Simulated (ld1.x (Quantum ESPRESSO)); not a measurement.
Mo (Z = 42), RRKJ: configuration errors across variants

ld1.x (Quantum ESPRESSO) 7.5 input, shortened:

```
&input
   title='Mo', zed=42., rel=1, dft='PBE', iswitch=3,
   config='[Kr] 4d5 5s0 5p1'
 /
 &inputp
   pseudotype=2, tm=.false., rho0=0.01, lloc=0,
   nlcc=.false.
 /
3
4P  2  1   6.00   0.00  1.75  1.75  0.0
4D  3  2   5.00   0.00  1.75  1.75  0.0
4S  1  0   2.00   0.00  1.75  1.75  0.0
 &test
   configts(1)='4s2 4p6 4d5 5s0 5p1'
 /
```

Occupied shells without a wave of their own: 5p. They enter only through the test configuration that unscreens the potential.

All-electron excitation energies from the reference (eV): (1) 4s2 4p6 4d5 5s1 5p0 -3.140; (2) 4s2 4p6 4d5 5s0 5p0 3.750; (3) 4s2 4p6 4d4 5s0 5p0 19.211; (4) 4s2 4p6 4d4 5s1 5p0 4.923; (5) 4s2 4p6 4d4 5s1 5p1 0.600; (6) 4s2 4p6 4d3 5s0 5p0 45.956; (7) 4s2 4p6 4d2 5s0 5p0 85.460.

For the base: The 5p level has no wave, so the channel is fitted at the deeper level alone: the likely source of the large errors.

On the changes marked as counting shells twice: ld1.x takes every shell without a wave as core, so the model core holds the marked electrons as well and exchange and correlation see them twice. This cancels in the reference configuration, but the file is broken for other ones, and its errors say nothing about a proper core correction.

4 further variants failed, have other tests or another functional or relativity, and are left out.

Errors AE − PS in meV (a dash: test not solved or not reliable):

```tsv
change	(1)	(2)	(3)	(4)	(5)	(6)	(7)	bound ghosts
base	+848	-277	-511	+1130	+1272	-722	-890	none
wave 4p (bound): rc 1.75 bohr becomes 4p (bound): rc 1.76 bohr	+848	-277	-511	+1130	+1272	-722	-890	none
wave 4d (bound): rc 1.75 bohr becomes 4d (bound): rc 2.66 bohr	+846	-277	-525	+1141	+1289	-690	-542	none
core correction full core density, not smoothed (it rises at the typed radius of 2.00 bohr, so ld1.x skipped the fit) (5p counted twice)	+826	-385	-717	+1049	+1254	-1017	-1258	none
```

**Question.** Give the same row for: all radii scaled by about 0.88 (s 1.54, p 1.54, d 1.54 bohr).

**Answer.** +377, -120, -223, +524, +577, -317, -385; bound ghosts: none.
